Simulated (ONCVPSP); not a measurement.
## Scattering properties, ONCV potential for N (Z = 7)

- Element: N (Z = 7)
- Generator: ONCVPSP 4.0.1
- Type: optimised norm-conserving Vanderbilt (ONCV)
- Functional: PBEsol
- Relativity: scalar-relativistic
- Frozen core: [He]
- Valence charge: 5
- Reference configuration: 2s2 2p3
- Partial waves: 2s: rc 1.05 bohr, ncon 3, nbas 6, qcut 5.1 1/bohr, 3 projectors, debl 2.4 Ha; 2p: rc 1.90 bohr, ncon 4, nbas 7, qcut 6.6 1/bohr, 2 projectors, debl 2.3 Ha; d scattering state at 0.14 Ha: rc 2.00 bohr, ncon 4, nbas 9, qcut 5.4 1/bohr, 3 projectors, debl 3.6 Ha
- Local potential: polynomial inside 1.05 bohr (lpopt 5, dvloc0 2 Ha)
- Core correction: none

The phase is arctan(r·R′/R) of the radial function R(r), unwrapped; energies in Ha, scanned from -2 to 5 Ha. A pole is an energy at which the radial function vanishes at the test radius. The pseudo phase is shifted by a multiple of π to meet the all-electron one at the reference energy, and phase errors are pseudo minus all-electron; the curves can meet again beyond the range given. Levels narrower than the energy grid can be missing from the lists of poles.

```tsv
channel	radius (bohr)	reference energy (Ha)	poles, all-electron	poles, pseudo	unbroken range about the reference energy with phases within 0.05 rad	phase error 1 Ha above the reference energy (rad)
s	1.06	-0.68	3.87	3.87	the whole range	+0.000
p	1.92	-0.26	0.17, 4.40	0.17, 4.46	the whole range	+0.001
d	2.03	0.14	2.59	2.59	the whole range	-0.000
```

Phases in the d channel:

```
E (Ha)  all-electron  pseudo
 -1.98         1.287   1.287
 -1.80         1.273   1.273
 -1.62         1.258   1.258
 -1.44         1.240   1.240
 -1.26         1.219   1.219
 -1.08         1.194   1.194
 -0.90         1.164   1.164
 -0.72         1.128   1.128
 -0.54         1.083   1.083
 -0.36         1.024   1.024
 -0.18         0.946   0.946
  0.00         0.838   0.838
  0.18         0.682   0.682
  0.36         0.452   0.452
  0.54         0.124   0.124
  0.72        -0.274  -0.274
  0.90        -0.639  -0.639
  1.08        -0.908  -0.908
  1.26        -1.091  -1.091
  1.44        -1.218  -1.218
  1.62        -1.310  -1.310
  1.80        -1.380  -1.380
  1.98        -1.435  -1.435
  2.16        -1.481  -1.481
  2.34        -1.521  -1.521
  2.52        -1.557  -1.557
  2.70        -1.591  -1.591
  2.88        -1.625  -1.625
  3.06        -1.660  -1.660
  3.24        -1.698  -1.698
  3.42        -1.742  -1.742
  3.60        -1.796  -1.796
  3.78        -1.867  -1.867
  3.96        -1.970  -1.970
  4.14        -2.135  -2.135
  4.32        -2.431  -2.431
  4.50        -2.965  -2.965
  4.68        -3.596  -3.596
  4.86        -4.000  -4.000
```
